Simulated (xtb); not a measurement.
C10H7N3, SMILES N12C3C=CC=C2N=CN=C1C=CC=3. All values are semi-empirical tight-binding results from xtb (GFN2-xTB unless named), good for trends rather than for accurate numbers. Geometry: GFN2-xTB.

Optimised geometry:

Bonds (Å): C1–C2 1.374, C1–C12 1.386, C1–H14 1.079, C2–C3 1.407, C2–H15 1.077, C3–C4 1.407, C3–N13 1.371, C4–C5 1.374, C4–H16 1.077, C5–C6 1.386, C5–H17 1.079, C6–C7 1.390, C6–H18 1.075, C7–N8 1.342, C7–N13 1.388, N8–C9 1.314, C9–N10 1.314, C9–H19 1.083, N10–C11 1.342, C11–C12 1.390, C11–N13 1.388, C12–H20 1.075. Angles (°): C2–C1–C12 119.9, C2–C1–H14 120.3, C12–C1–H14 119.8, C1–C2–C3 120.5, C1–C2–H15 121.5, C3–C2–H15 117.9, C2–C3–C4 122.3, C2–C3–N13 118.9, C4–C3–N13 118.9, C3–C4–C5 120.5, C3–C4–H16 117.9, C5–C4–H16 121.5, C4–C5–C6 119.9, C4–C5–H17 120.3, C6–C5–H17 119.8, C5–C6–C7 120.2, C5–C6–H18 122.5, C7–C6–H18 117.3, C6–C7–N8 120.0, C6–C7–N13 119.3, N8–C7–N13 120.7, C7–N8–C9 117.1, N8–C9–N10 126.8, N8–C9–H19 116.6, N10–C9–H19 116.6, C9–N10–C11 117.1, N10–C11–C12 120.0, N10–C11–N13 120.7, C12–C11–N13 119.3, C1–C12–C11 120.2, C1–C12–H20 122.5, C11–C12–H20 117.3, C3–N13–C7 121.2, C3–N13–C11 121.2, C7–N13–C11 117.5.
Charge 0, spin multiplicity 1.

```yaml
point_group_as_xtb_finds_it: C2v
orbital_gap: 1.71 eV
dipole_moment: 3.61 D
zero_point_energy: 92.3 kcal/mol
G − E(el) at 298.15 K (modified RRHO): 71.4 kcal/mol
static polarisability (D4 model): 125.4 bohr³
solvation energy, GFN2-xTB/ALPB(water): -6.2 kcal/mol
solvation energy, GFN2-xTB/ALPB(ether): -10.3 kcal/mol
```

Computed IR lines (harmonic; lines under 4 % of the strongest left out, lines within 3 cm⁻¹ merged):
ν (cm⁻¹): 747 (w), 792 (w), 856 (w), 1074 (w), 1381 (w), 1464 (m), 1480 (w), 1571 (m), 1587 (vs), 1598 (vs), 3055 (w), 3094 (w) (against the strongest line: vs over 80 %, s over 45 %, m over 15 %, w over 4 %, vw less)

**Question.** Give the atomic charges and the Wiberg bond orders between heavy atoms. (Estimate from the structure and the level; the computed values follow.)

**Answer.** charges (e) C1 -0.01, C2 -0.07, C3 0.07, C4 -0.07, C5 -0.01, C6 -0.08, C7 0.16, N8 -0.30, C9 0.17, N10 -0.30, C11 0.16, C12 -0.08, N13 0.02, H14 0.05, H15 0.04, H16 0.04, H17 0.05, H18 0.06, H19 0.04, H20 0.06. Bond orders C1–C2 1.48, C2–C3 1.28, C3–C4 1.28, C4–C5 1.48, C5–C6 1.40, C6–C7 1.35, C7–N8 1.27, N8–C9 1.43, C9–N10 1.43, N10–C11 1.27, C1–C12 1.40, C11–C12 1.35, C3–N13 1.18, C7–N13 1.13, C11–N13 1.13.
